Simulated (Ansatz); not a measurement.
`O[Si](F)(F)CCl` + H₂ → `C[Si](O)(F)F` + HCl at 500 K and 1 bar (hydrogenolysis of a C–Cl bond).

Computed with Ansatz on PBE0-D4/def2-TZVP structures; ΔE is electronic, products minus reactants. CCSD(T)/CBS adds triple-zeta CCSD(T) − MP2 to the extrapolated MP2 energy (def2 sets, frozen cores). This one scheme is used for every species. One conformer a species, not always the lowest.

```csv
species,CCSD(T)/CBS energy (Eh),H − E (kJ/mol),S (J/(mol·K))
`O[Si](F)(F)CCl`,-1063.68473,178.3,430.0
H₂,-1.17544,41.0,145.5
`C[Si](O)(F)F`,-604.51944,195.1,395.3
HCl,-460.38127,32.5,201.9
```

H − E and S are ideal-gas, rigid-rotor, harmonic terms from PBE0-D4/def2-TZVP, for one conformer and one mirror image of each species. The MP2-based limit puts H₂ 0.8 mEh under its directly extrapolated value; such offsets cancel only in part. 1 Eh = 2625.50 kJ/mol, R = 8.31446 J/(mol·K).

Problem. By hand: ΔE, ΔH, ΔS and ΔG.

Solution. ΔE = (-604.51944) + (-460.38127) − (-1063.68473) − (-1.17544) = -0.04054 Eh = -106.4 kJ/mol. Δ(H − E) = 195.1 + 32.5 − 178.3 − 41.0 = 8.3, so ΔH = -98.1 kJ/mol. ΔS = 395.3 + 201.9 − 430.0 − 145.5 = 21.7 J/(mol·K). ΔG = -98.1 − 500 × (21.7)/1000 = -108.9 kJ/mol.

Problem. By hand: the equilibrium constant, and the temperature at which ΔG would vanish if ΔH and ΔS stayed fixed.

Solution. log₁₀ K = −ΔG/(RT ln 10) = 11.4. ΔH and −TΔS have one sign here, so there is no such temperature.

ΔH outweighs TΔS. A doubt of 5 kJ/mol in ΔE shifts log₁₀ K by 0.5 here. Other conformers and mirror images would add mixing entropy, several J/(mol·K) or more a flexible species. These are equilibria of isolated gas molecules and say nothing of rates. Largest T1 diagnostic: 0.011 (customary marks: 0.02 for closed shells, 0.045 for open ones).
